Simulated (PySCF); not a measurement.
Worked example: refractive index and permittivity of the vapour

C₄H₅Br, SMILES C=C/C=C/Br.

Geometry: B3LYP-D3(BJ)/def2-SVP. Other conformers were not sampled.

PBE/def2-TZVP run with PySCF gives a mean static polarisability of 78.8 bohr³ and a dipole moment of 1.31 D. Take an ideal gas at 298.15 K and 0.01 bar, whether or not the substance is that volatile.

Problem. Work out n − 1 in the optical limit and the static ε − 1.

Solution. 
Polarisability volume α' = 78.8 × 0.148185 = 11.68 Å³. Number density N = p/kT = 2.43e-7 Å⁻³.
Dilute limit of Lorentz–Lorenz: n − 1 = 2π N α' = 1.8e-5.
Orientation term of Debye: μ²/(3kT) = 8.098 Å³ × μ²(D²) = 13.90 Å³.
ε − 1 = 4π N (α' + μ²/3kT) = 7.8e-5. Orientation of the dipole supplies 54 % of the static response; it can't follow optical fields. Vibrational polarisation and dispersion are left out.
